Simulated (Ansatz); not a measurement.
Cartesian coordinates in Å:
```
O 0.186 -0.276 -2.357
Hf 0.422 -0.236 -0.392
F 2.138 -1.134 -0.193
C -1.890 -0.781 0.483
C -0.992 -1.032 1.551
C -0.190 -2.129 1.194
C -0.580 -2.558 -0.093
C -1.642 -1.736 -0.521
C 1.956 1.696 0.245
C 1.364 2.042 -0.983
C -0.020 2.231 -0.765
C -0.281 1.994 0.597
C 0.941 1.648 1.223
H -0.105 -1.034 -2.862
H -2.647 -0.012 0.452
H -0.939 -0.479 2.477
H 0.622 -2.539 1.775
H -0.129 -3.365 -0.652
H -2.158 -1.800 -1.467
H 2.993 1.440 0.398
H 1.866 2.105 -1.937
H -0.749 2.480 -1.522
H -1.242 2.069 1.083
H 1.077 1.405 2.267
```

Total charge 0; spin multiplicity 1. Hf: def2 effective core potential.

Task: List the B3LYP/def2-TZVPP orbital energies in eV (the Gaussian-basis code of Ansatz). (Best estimate.)

Result: The calculation gave: Occupied: -669.65, -519.60, -277.29, -277.27, -277.24, -277.19, -277.18, -277.12, -277.09, -277.06, -277.05, -276.95, -67.26, -36.12, -35.87, -35.84, -29.43, -25.63, -24.43, -24.17, -19.78, -19.74, -19.59, -19.52, -15.26, -15.21, -15.03, -14.97, -14.83, -14.60, -12.70, -11.64, -11.27, -11.25, -11.11, -11.04, -10.78, -10.74, -10.72, -10.65, -10.56, -10.54, -10.28, -10.25, -8.93, -8.47, -7.52, -7.02, -6.86, -6.55. Lowest empty: -0.53, -0.24, 0.19, 0.28, 0.71, 0.91, 1.31, 1.42.

B3LYP here is the variant with VWN-RPA as its local correlation; programs differ in this.
